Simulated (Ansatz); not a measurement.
Al₆V⁻, relaxed as a singlet with RKS r2SCAN-D4/def2-SVPD in Ansatz, starting from the GFN2-xTB geometry. Force threshold 0.02 eV/Å.

The restricted singlet is unstable towards broken spin symmetry at other levels; at r2SCAN-D4/def2-SVPD this wasn't settled. Another isomer (singlet) lies 0.59 eV lower at PBE0-D4/def2-TZVPD; other spin states weren't run for this one.

Start:

```xyz
7

V    -0.364    2.516   -0.468
Al    1.481    0.890    0.166
Al   -1.144    0.686    1.113
Al    1.196   -1.517   -0.873
Al    0.687   -1.131    1.659
Al   -0.602    0.263   -1.609
Al   -1.255   -1.708    0.012
```

```csv
step,energy (eV),largest force component (eV/Å),SCF passes
1,-65248.5418,0.442,102
2,-65248.6128,0.150,54
3,-65248.6162,0.253,56
4,-65248.6369,0.070,57
5,-65248.6437,0.059,53
6,-65248.6452,0.010,45
```

Force components are those of the run's own axes.

End:

Cartesian coordinates in Å:
```
V -0.356 2.498 -0.447
Al 1.503 0.949 0.175
Al -1.162 0.743 1.138
Al 1.316 -1.570 -0.958
Al 0.643 -1.055 1.556
Al -0.552 0.215 -1.484
Al -1.391 -1.780 0.020
```

By distances, no bond broke or formed. The bond that changes most is Al4–Al7, from 2.61 to 2.89 Å (atoms count from 1).

No frequencies were taken in this run, so the end may be a saddle point.

Hardware: 4 threads of Arm Neoverse V1 on a shared host. Wall time 2 min, peak host memory 0.62 GiB.
